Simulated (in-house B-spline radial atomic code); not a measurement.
Atomic self-consistent-field run: the lead ion Pb²⁺. Level of theory: scalar-relativistic (X2C) AM05, spin-polarised, spherical fractional occupations, Fermi nucleus of rms radius 5.5012 fm; calculated with a radial B-spline atomic code at the basis-set limit.

Command:
```bash
python run_scf.py task.json out
```
Settings (nuclear radius in fm, mass in u):
```
Z                82
configuration    [Xe] 4f14 5d10 6s2
hamiltonian      x2c
method           am05
spin_polarised   True
nucleus          fermi
rms_radius       5.5012
atomic_mass      207.97665
speed_of_light   137.035999084
```

Output (hartree, bohr):
```
 radial grid: 81 intervals, B-splines of order 8, outer radius 60 bohr

 iter        energy (Eh)    residual
    1      -20872.661113    8.41e-01
    2      -20873.109468    1.78e-01
    3      -20873.681174    2.84e-02
    4      -20873.697960    1.13e-02
    5      -20873.698056    5.40e-03
    6      -20873.698454    3.01e-03
    7      -20873.698646    1.68e-04
    8      -20873.698647    1.23e-05
    9      -20873.698647    6.99e-07

 total energy                    -20873.69865
 kinetic                           24294.5023
 electron-nucleus                 -52814.2356
 Hartree                            8028.8204
 exchange-correlation               -382.7857

 orbital      occ     eigenvalue          <r>       <r^2>       <1/r>       r_max
 1s up      1.000     -3222.9118    0.0151977 0.000327689     113.417    0.008842
 1s down    1.000     -3222.9118    0.0151977 0.000327689     113.417    0.008842
 2s up      1.000      -576.9284    0.0667549  0.00534346     26.7464     0.05701
 2s down    1.000      -576.9284    0.0667549  0.00534346     26.7464     0.05701
 2p up      3.000      -497.8289    0.0607713  0.00453475     21.2843     0.04691
 2p down    3.000      -497.8289    0.0607713  0.00453475     21.2843     0.04691
 3s up      1.000      -138.9805     0.174117   0.0348258     9.56801      0.1615
 3s down    1.000      -138.9805     0.174117   0.0348258     9.56801      0.1615
 3p up      3.000      -116.1618     0.175604   0.0358758     8.13448       0.161
 3p down    3.000      -116.1618     0.175604   0.0358758     8.13448       0.161
 3d up      5.000       -91.6547     0.159908   0.0299357     7.49726      0.1313
 3d down    5.000       -91.6547     0.159908   0.0299357     7.49726      0.1313
 4s up      1.000       -31.9158     0.384553    0.167113     4.00108      0.3631
 4s down    1.000       -31.9158     0.384553    0.167113     4.00108      0.3631
 4p up      3.000       -24.3844     0.409142    0.190421     3.46313      0.3821
 4p down    3.000       -24.3844     0.409142    0.190421     3.46313      0.3821
 4d up      5.000       -15.3421     0.431373    0.214902     3.07596       0.389
 4d down    5.000       -15.3421     0.431373    0.214902     3.07596       0.389
 5s up      1.000        -5.8932     0.854412    0.818463      1.6433        0.79
 5s down    1.000        -5.8932     0.854412    0.818463      1.6433        0.79
 5p up      3.000        -3.7876     0.974723     1.07221     1.37916      0.8803
 5p down    3.000        -3.7876     0.974723     1.07221     1.37916      0.8803
 4f up      7.000        -5.5007     0.454166    0.247065     2.67441      0.3496
 4f down    7.000        -5.5007     0.454166    0.247065     2.67441      0.3496
 5d up      5.000        -1.3904      1.29364     1.94052     1.01523       1.073
 5d down    5.000        -1.3904      1.29364     1.94052     1.01523       1.073
 6s up      1.000        -1.0082      2.17019     5.28391    0.594489       1.918
 6s down    1.000        -1.0082      2.17019     5.28391    0.594489       1.918

 Slater integrals (Eh)
   F0(5d up,5d up)               0.698462
   F2(5d up,5d up)               0.363915
   F4(5d up,5d up)               0.242502
   F0(5d up,5d down)             0.698462
   F2(5d up,5d down)             0.363915
   F4(5d up,5d down)             0.242502
   F0(5d up,6s up)               0.489339
   G2(5d up,6s up)               0.106422
   F0(5d up,6s down)             0.489339
   F0(5d down,5d down)           0.698462
   F2(5d down,5d down)           0.363915
   F4(5d down,5d down)           0.242502
   F0(5d down,6s up)             0.489339
   F0(5d down,6s down)           0.489339
   G2(5d down,6s down)           0.106422
   F0(6s up,6s up)               0.414940
   F0(6s up,6s down)             0.414940
   F0(6s down,6s down)           0.414940
```

Cost of the run: 0.77 s on 1 thread of Arm Neoverse N1, with other jobs on the host.

One-electron X2C: radii and densities carry no picture-change correction, so inner-shell <1/r> comes out high (for 1s by about 2 % at Z = 33, 5 % at 54, 10 % at 75, 30 % at 118) and <r> low.
